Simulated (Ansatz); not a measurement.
```xyz
4

Ga    0.0000    0.0000    0.0000
H     0.0000    0.0000    3.3660
S     0.0000    4.5261   -2.1106
F     3.0908   -1.7845   -1.6643
```

Basis set: pcseg-2 (spherical functions). Charge 0, multiplicity 2.

Computed with Ansatz (development build ahead of 0.2.0); each method stands on the lowest determinant of its kind that the runs found. Restricted functionals stand beside restricted open-shell atoms, which can lie above the unrestricted atoms usual in DFT and then raise those values.

The atomization energy at this shape (free ground-state atoms in the same class of orbitals less the molecule, no zero-point energy) of doublet GaHSF:

```
                      method  atomization energy
PBE0 (restricted open-shell)         -1.2 kJ/mol
```

What does PBE0 (unrestricted) give?

151.2 kJ/mol. Caution: charge can spread falsely over distant fragments; the shape is not the minimum. Caution for PBE0 (unrestricted): the unrestricted determinant is a mixture of spin states. Caution for PBE0 (restricted open-shell): an unrestricted determinant lies well below.
